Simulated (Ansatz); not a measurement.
The first iterations of a band of ClH$_{5}$W (7 atoms, charge 0, multiplicity 1).

The calculation used RKS B3LYP-D4/def2-SVP in Ansatz.

- movable images: 5
- climbing image: yes
- spring: 5.0 eV/Å²
- optimiser: quadratic models (default)
- start path: through a guess of the saddle point
- force threshold: 0.03 eV/Å
- iteration limit: 60
- end points: relaxed

Initial state:

```xyz
7
Properties=species:S:1:pos:R:3
W 0.002 0.165 0.375
Cl 0.925 0.280 2.458
H 1.346 -0.741 0.017
H -0.138 1.715 -0.313
H -1.512 -0.611 0.423
H -0.157 -1.177 -0.625
H 0.756 0.369 -1.113
```

Final state:

```xyz
7
Properties=species:S:1:pos:R:3
W -0.085 0.155 -0.002
Cl 0.421 -0.934 2.073
H 1.445 0.608 0.488
H 0.327 1.753 -0.465
H -1.489 0.123 0.954
H 0.947 -1.123 -0.300
H -0.344 -0.583 -1.527
```

| iteration | highest image above the first end (eV) | largest band force component (eV/Å) |
| --- | --- | --- |
| 1 | 6.778 | 6.667 |
| 2 | 5.109 | 4.343 |
| 3 | 4.133 | 4.834 |
| 4 | 2.966 | 3.702 |
| 5 | 2.015 | 1.761 |
| 6 | 1.381 | 1.694 |
| 7 | 1.381 | 1.164 |
| 8 | 1.381 | 0.698 |
| 9 | 1.381 | 0.276 |

Q: Does the band converge within its limit, and where does its top end?

A: The forces met the threshold. It ended after 28 iterations with the highest image 1.381 eV above the first end. The highest image is an end point: on this band no image between the ends rises above it. A vibrational analysis next to that end finds imaginary modes (392i cm⁻¹), so it isn't a minimum. Between wells the path still climbs a hump at image 1, 0.49 eV above the well before it.

Time of the run: 8.7 min on 1 thread of Arm Neoverse V1 (shared host), peak memory 0.15 GiB.
